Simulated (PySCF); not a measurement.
# Electronic structure of Fe (iron, neutral) at the UHF level

Configuration: [Ar] 3d5 4s2 5s1, high-spin 7S determinant (an excited configuration). Calculation: PySCF 2.14, in x2c-TZVPPall with one added diffuse shell each of s, p, d, f type (7s6p5d3f1g, 80 functions); the spin-free X2C one-electron Hamiltonian (Gaussian nucleus).

```
Total energy                        : -1271.115378 hartree
One-electron energy                 : -1745.5874 hartree
Hartree (Coulomb) energy            : 529.1903 hartree
Exchange energy                     : -54.7183 hartree
⟨S²⟩                                : 12.0055
⟨L²⟩                                : 0.000
Sum of ⟨r⟩                          : 27.05 bohr
Sum of ⟨r²⟩                         : 99.05 bohr²
Langevin diamagnetic susceptibility : -78.4 ×10⁻⁶ cm³/mol
```

```
shell  electrons  mean orbital energy (eV)  rms radius, mean of both spins (bohr)
 1s α          1                   -7186.8                                 0.0675
 1s β          1                   -7186.7                                 0.0675
 2s α          1                   -897.23                                  0.288
 2s β          1                   -892.77                                  0.288
 2p α          3                   -762.83                                  0.260
 2p β          3                   -758.40                                  0.260
 3s α          1                   -133.47                                  0.863
 3s β          1                   -120.87                                  0.863
 3p α          3                   -93.619                                  0.923
 3p β          3                   -78.462                                  0.923
 3d α          5                   -30.486                                   1.10
 4s α          1                   -13.267                                   2.89
 4s β          1                   -11.849                                   2.89
 5s α          1                    -2.518                                   8.31
```

The outer electron is Rydberg-like, and this basis confines it to a smaller radius and binds it less than a complete one would.

Densities and radii are taken from the X2C orbitals without a picture-change correction, which distorts them close to the nucleus.

Spin-orbit constants ζ (cm⁻¹) from the X2C one-electron operator on these orbitals: bare nucleus, nucleus screened by l(l+1)(2l+1)/3 electrons, and screened by the Breit-Pauli mean field of the electrons.

| shell | bare | screened nucleus | mean field |
| --- | --- | --- | --- |
| 2p | 70450 | 65040 | 62530 |
| 3p | 8868 | 8186 | 7825 |
| 3d | 840.1 | 517.0 | 466.0 |
